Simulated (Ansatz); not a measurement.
Ansatz (a program for electronic structure) input (CCSD(T)/aug-cc-pV(D+d)Z):
A basis named .json is the Basis Set Exchange file of that set.

Ansatz 0.2 input:
```yaml
crystal:
  periodic: [false, false, false]
  atoms:
    - {symbol: C, position_ang: [-1.74207341, -0.73553170, -0.67853223]}
    - {symbol: Si, position_ang: [-0.39085094, 0.12641668, 0.36701373]}
    - {symbol: C, position_ang: [-0.45333336, 1.94378338, -0.22897095]}
    - {symbol: O, position_ang: [-0.44186051, -0.10794313, 1.90998877]}
    - {symbol: Si, position_ang: [1.64919129, -0.68898192, -0.62144860]}
    - {symbol: H, position_ang: [-1.61256101, -0.56100763, -1.75197696]}
    - {symbol: H, position_ang: [-1.73492668, -1.81450488, -0.50310076]}
    - {symbol: H, position_ang: [-2.72901603, -0.35875512, -0.38750833]}
    - {symbol: H, position_ang: [-1.40276802, 2.39853971, 0.07513714]}
    - {symbol: H, position_ang: [0.35280630, 2.52593168, 0.22517948]}
    - {symbol: H, position_ang: [-0.36713210, 2.02826273, -1.31752425]}
    - {symbol: H, position_ang: [1.80733546, -0.51511411, -2.11101944]}
    - {symbol: H, position_ang: [1.88232714, -2.15885985, -0.42753609]}
    - {symbol: H, position_ang: [2.89449477, -0.05454409, -0.07445373]}
basis:
  gaussian:
    orbitals: aug-cc-pV_D+d_Z.json
total_charge: -1
magnetization: {spin_polarized: false}
correlation: {method: ccsd_t, electrons: outside_noble_gas}
```

End of the output:

```
integrals: 1.24 GiB planned
2142 factors; integrals over basis functions are off by at most 1.2e-3 eV
1.29 GiB of device memory are held for the factors and their scratch space
mean field: 1.40 GiB planned
mean field evaluation 1: about -19962.5225 eV, gradient 4.3e1 eV
mean field evaluation 2: about -19962.5912 eV, gradient 4.3e1 eV
mean field evaluation 4: about -19967.3579 eV, gradient 6.2e0 eV
mean field evaluation 8: about -19967.4870 eV, gradient 3.3e-1 eV
mean field evaluation 16: about -19965.5201 eV, gradient 3.0e1 eV
mean field -19967.48782833 eV, -733.7916432418 hartree, gradient 4.7e-6 eV, S^2 0.000000; 0 other end points of the search recorded, 0 dependent functions left out
13 core orbitals not correlated
reference -19967.48782833 eV, -733.7916432418 hartree; 16, 16 occupied and 185, 185 virtual orbitals, 2142 factors
second order -20.22785215 eV of doubles, -0.00000000 eV of singles
coupled cluster: 6.89 GiB planned
cycle   1  -21.16940710 eV  change   -9.4e-1 eV  update   1.4e-1
cycle   2  -21.75986083 eV  change   -5.9e-1 eV  update   4.7e-2
cycle   3  -21.97169780 eV  change   -2.1e-1 eV  update   2.8e-2
cycle   4  -21.97769013 eV  change   -6.0e-3 eV  update   7.5e-3
cycle   5  -21.97211729 eV  change    5.6e-3 eV  update   4.5e-3
cycle   6  -21.97153090 eV  change    5.9e-4 eV  update   1.7e-3
cycle   7  -21.97162758 eV  change   -9.7e-5 eV  update   8.3e-4
cycle   8  -21.97145287 eV  change    1.7e-4 eV  update   4.0e-4
cycle   9  -21.97135973 eV  change    9.3e-5 eV  update   1.5e-4
cycle  10  -21.97145974 eV  change   -1.0e-4 eV  update   6.9e-5
cycle  11  -21.97143096 eV  change    2.9e-5 eV  update   2.9e-5
cycle  12  -21.97140749 eV  change    2.3e-5 eV  update   1.2e-5
perturbative correction -0.77338451 eV, -0.0284213564 hartree
Total energy: -19990.23262032 eV, -734.6274989306 hartree
```

It need not be the lowest isomer of its formula. Whether it binds its extra electron was not tested at this geometry.
